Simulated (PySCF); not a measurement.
**MoCl⁺: from constants to spectrum**

UHF-CCSD(T) constants of MoCl⁺, ⁵Σ⁺ (quintet), unpaired electrons π ↑↑, δ ↑↑ (Mo def2-TZVPPD with ECP28, Cl def2-TZVPPD; scalar-relativistic core potentials (PySCF 2.14); masses 97.9054 and 34.9689 u):

* ωe: 452.9 cm⁻¹
* ωexe: 1.3 cm⁻¹
* Be: 0.13192 cm⁻¹
* αe: 0.000493 cm⁻¹
* De to Mo⁺ (4d5) + Cl: 2.57 eV

**Question.** What force constant and bond length do these constants imply?

**Answer.** Reduced mass μred = 25.766 u; k = 5.8918×10⁻⁷·μred·ωe² (u, cm⁻¹, mdyn/Å) = 3.11 mdyn/Å; Re = √(16.8576/(μred·Be)) (u, cm⁻¹, Å) = 2.227 Å.

**Question.** Estimate the centrifugal constant D from the Kratzer relation and find the Dunham coefficient a1.

**Answer.** D = 4Be³/ωe² = 4.48e-08 cm⁻¹; a1 = −1 − αeωe/(6Be²) = -3.14.

Correlated steps freeze 5 core orbitals. These are scalar-relativistic numbers at best; spin–orbit coupling would shift them, the dissociation energy most. For an ion De counts to the pair picked by the measured ionisation energies or electron affinities, which need not be the lowest pair at this level. The state is the lowest single determinant that the PBE0 search found; with open d or f shells the true ground state can be another one.
